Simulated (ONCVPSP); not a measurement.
What one change does to a pseudopotential (arsenic, ONCV)

ONCVPSP 4.0.1 input, shortened (lines: element, Z, core and valence counts, functional; n l f; lmax; l rc ep ncon nbas qcut; lloc lpopt rc5 dvloc0; l nproj debl; icmod fcfact rcfact), PBE, fully relativistic:

```
  As 33.00    6    2        4      upf
    1    0    2.00
    2    0    2.00
    2    1    6.00
    3    0    2.00
    3    1    6.00
    3    2   10.00
    4    0    2.00
    4    1    3.00
    2
    0    1.65    0.00    4    8    3.90
    1    1.85    0.00    5    9    4.10
    2    1.95    0.29    3    7    5.10
    4    5    1.20    3.00
    0    1    1.90
    1    1    0.90
    2    2    2.30
    3    4.50    1.75
```

Open shells are filled in proportion to 2j + 1.

All-electron outer shells of the reference configuration (PBE, scalar-relativistic, ld1.x):

```csv
shell,level (eV),outermost node (bohr),outermost maximum (bohr)
3p,-133.68,0.22,0.52
3d,-40.65,–,0.47
4s,-14.49,0.73,1.61
4p,-5.19,0.78,2.00
```

Change: local potential polynomial inside 1.20 bohr (lpopt 5, dvloc0 -3 Ha).

Cutoffs: the cutoffs (Ha) at which the residual kinetic energy of the hardest occupied pseudo-wave falls to 1 and 0.1 mHa per electron; they do not see the model core or the augmentation charge, which bear on the density cutoff. Errors are all-electron minus pseudo energies relative to the spin-unpolarised reference configuration.

Question: How do hardness, ghosts and transferability respond?

Answer: The potential gets neither clearly harder nor softer (17 Ha and 57 Ha → 17 Ha and 57 Ha); a bound ghost appears in s, which as a rule spoils a file; the lowest positive-energy flag moves from s at 28.0 eV to none; the errors of the 4 common tests hardly move; the range in which the s phases agree widens (upper end 0.6 → 3.9). In the separable form a ghost depends on how the local part lies against the semilocal potential of the channel, so the choice of the local part can create or remove one.

```csv
quantity,base,changed
"cutoff, loose",17 Ha,17 Ha
"cutoff, tight",57 Ha,57 Ha
bound ghosts,none,s
GHOST(+) flags under 300 eV,s at 28.0 eV,none
"error for 4s2 4p2, meV [ΔE 9.15 eV]",-39,-40
"error for 4s2 4p1, meV [ΔE 27.07 eV]",-240,-248
"error for 4s2 4p0, meV [ΔE 54.78 eV]",-751,-792
"error for 4s1 4p4, meV [ΔE 9.41 eV]",-13,-13
s: phases at 1.67 bohr within 0.05 rad from the reference energy up to (Ha; the scan ends near 5),0.6,3.9
p3/2: phases at 1.87 bohr within 0.05 rad from the reference energy up to (Ha; the scan ends near 5),1.7,1.0
p1/2: phases at 1.87 bohr within 0.05 rad from the reference energy up to (Ha; the scan ends near 5),1.8,1.1
d5/2: phases at 1.98 bohr within 0.05 rad from the reference energy up to (Ha; the scan ends near 5),4.0,3.8
d3/2: phases at 1.98 bohr within 0.05 rad from the reference energy up to (Ha; the scan ends near 5),4.0,3.9
"rms error of d²Exc/dni dnj with the model core, mHa",1.75,1.75
```

Base: The cutoffs count occupied waves only; projector 2 of the d channel, the hardest unoccupied one, needs 66 Ha at the loose tolerance. Changed file: The cutoffs count occupied waves only; projector 2 of the d channel, the hardest unoccupied one, needs 66 Ha at the loose tolerance. A true bound ghost makes a file unfit for plane-wave use even where its test errors are small: the radial tests pick states by their node count and pass the ghost by.
